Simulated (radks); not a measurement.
Results of a calculation; reference values are marked as such.
The mean radii <r> (bohr) of the occupied orbitals of an atom or ion are listed with their occupations. Code: a radial shooting solver on a logarithmic mesh with Libxc functionals. Model: Dirac Kohn-Sham, exchange-only PBE, spin-unpolarised, spherical densities, point nucleus.

orbital  occ.      <r>
1s1/2       2  0.02558
2s1/2       2   0.1093
2p1/2       2  0.09193
2p3/2       4  0.09792
3s1/2       2   0.2917
3p1/2       2   0.2816
3p3/2       4   0.2935
3d3/2       4   0.2644
3d5/2       6   0.2681
4s1/2       2   0.6740
4p1/2       2   0.6970
4p3/2       4   0.7243
4d3/2       4   0.7951
4d5/2       6   0.8051
5s1/2       2    1.639
5p1/2       2    1.864
5p3/2       4    1.949
6s1/2       1    4.421

Name the element and its charge. Open shells, if any, are shared by 2j + 1.

Answer. Z = 56, barium, charge +1: Ba+ in [Xe] 6s1. The 1s radius gives Z: for a bare nucleus <r> = (2 gamma + 1)/(2Z) with gamma = sqrt(1 - (Z/c)^2), 0.02523 bohr for Z = 56, and screening makes it slightly larger (0.02558 here). The occupations add up to 55, and the charge is Z minus that.
